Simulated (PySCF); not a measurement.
ZnO⁻, PBE0: how much the basis matters

PySCF, UKS reference; doublet, unpaired electrons σ ↑; De to Zn + O⁻ without counterpoise correction.

```csv
basis,relativity,functions,Re (Å),ωe (cm⁻¹),De (eV),μ (D)
def2-SVPD,no relativity,57,1.769,628,2.28,-3.68
aug-cc-pVDZ-PP/aug-cc-pVDZ,scalar-relativistic core potentials,77,1.755,631,2.05,-3.31
def2-TZVPPD,no relativity,107,1.762,630,2.04,-3.48
```

(1) How does each smaller set differ from the one with most functions, def2-TZVPPD?

A positive dipole points towards O; it is taken about the centre of mass and depends on that origin. For an ion De counts to the pair picked by the measured ionisation energies or electron affinities, which need not be the lowest pair at this level. The state is the lowest determinant that a PBE0 search found; another state may lie lower at other levels.

## Answers

(1) def2-SVPD: +0.7 pm, -0.3 % in ωe, +0.24 eV in De; aug-cc-pVDZ-PP/aug-cc-pVDZ: -0.7 pm, +0.2 % in ωe, +0.01 eV in De. All at PBE0; the set with most functions is neither the basis-set limit nor always the best. The rows treat relativity differently, so the differences are not basis effects alone.
